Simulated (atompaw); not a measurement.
## PBE PAW (atompaw) dataset for Ce (Z = 58), scalar-relativistic all-electron reference.

```
Element                 : Ce (Z = 58)
Generator               : atompaw 4.2.0.5
Type                    : PAW
Functional              : PBE
Relativity              : scalar-relativistic
Frozen core             : [Kr] 4d10
Valence charge          : 12
Reference configuration : 4f1 5s2 5p6 5d1 6s1.75 6p0.25
Partial waves           : 5s (bound); 6s (bound); 5p (bound); 6p (bound); 5d (bound); 5d channel at 3.45 Ry; 4f (bound); 4f channel at 0.95 Ry
Local potential         : troulliermartins scheme with l = 4 at 0 Ry, radius 2.60 bohr
Core correction         : smooth core density matched at 2.60 bohr
Augmentation charge     : besselshape compensation charge, radius 2.90 bohr; PAW radius 2.95 bohr; waves and projectors: bloechl
```

What the tests gave:

| Quantity | Value |
| --- | --- |
| Cutoffs needed | 30 Ry and 35 Ry (the cutoffs (Ry, on a coarse ladder) from which the occupation-weighted sum of valence levels, in a spherical-Bessel basis at the reference potential, stays within 10 and 1 mRy of its value at 400 Ry) |
| Ghost test | no extra level below or beside the all-electron valence levels (s, p, d, f tested) (spherical-Bessel basis up to 400 Ry, 20 bohr box) |
| Lowest eigenvalue of the overlap operator | 0.41 (s channel) |
| Overlap eigenvalues printed by atompaw (projector basis) | 0.177, 0.463, 0.486, 2.54, 3.19, 3.44, 7.92, 30.7 |
| Share of each valence orbital outside the PAW sphere | 5s 1 %, 6s 84 %, 5p 4 %, 6p 95 %, 5d 40 %, 4f 2 % |

Generation and tests took about 14 s on one core of a shared server CPU.
